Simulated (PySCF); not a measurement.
BH2, SMILES [BH2], multiplicity 2. The structure is a stationary point at ωB97X-D3(BJ)/def2-TZVPD. The isomer is the one that the SMILES or the coordinates give; other isomers of the formula were not compared.

These are ωB97X-D3(BJ)/def2-TZVPD in PySCF values and carry that method's errors.

Harmonic wavenumbers (cm⁻¹): 997, 2591, 2758. Rotational constants (GHz): 1150, 215.6, 181.6; symmetry number 2.

Task: Work out the zero-point energy and the ideal-gas rigid-rotor harmonic-oscillator thermochemistry at 298.15 K and 1 atm.

Result: ZPE = ½ Σ hcν = ½ × 6346 cm⁻¹ = 9.07 kcal/mol. H − E(el) = 11.46 kcal/mol. Entropy in cal/(mol K): translation 33.60, rotation 11.27, vibration 0.09, spin 1.38, total 46.33. G − E(el) = -2.35 kcal/mol. Cp = 8.33 cal/(mol K).
